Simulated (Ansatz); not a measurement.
CH₇AsBNSi, SMILES `NB1[SiH2]C1[AsH2]`. Total charge 0; spin multiplicity 1. The geometry is a stationary point of PBE0-D4/def2-TZVP. It is one conformer, not always the lowest.

```xyz
12

N     1.124   -0.466    1.791
B     0.274    0.034    0.829
Si   -0.715    1.405   -0.123
C    -0.819   -0.483   -0.151
As    0.094   -1.327   -1.678
H     1.760    0.114    2.311
H     1.167   -1.443    2.035
H    -0.370    2.067   -1.405
H    -1.811    2.116    0.587
H    -1.675   -1.083    0.152
H     1.383   -0.516   -1.549
H    -0.411   -0.418   -2.799
```

Problem. What is the dipole moment at B3LYP/def2-TZVPP? (An estimate is asked.)

Solution. Ansatz gave: 2.14 D, with components (0.97, -0.75, 1.76) D in this frame, pointing from negative to positive charge.

Problem. And with PBE, r2SCAN, ωB97M-V? (Best estimate.)

Solution. Computed: PBE 2.23 D, r2SCAN 2.19 D, ωB97M-V 2.13 D.

Problem. Give the Mulliken charges with B3LYP, ωB97M-V, r2SCAN in def2-TZVPP. (Estimate.)

Solution. Computed: 
```tsv
atom	B3LYP	ωB97M-V	r2SCAN
N1	-0.24	-0.21	-0.30
B2	0.06	0.04	0.06
Si3	0.10	0.07	0.14
C4	-0.27	-0.33	-0.27
As5	0.10	0.04	0.10
H6	0.18	0.15	0.19
H7	0.16	0.14	0.18
H8	-0.06	-0.02	-0.07
H9	-0.08	-0.03	-0.08
H10	0.11	0.13	0.10
H11	-0.03	0.02	-0.02
H12	-0.03	0.01	-0.03
```

B3LYP here is the variant with VWN-RPA as its local correlation; programs differ in this.
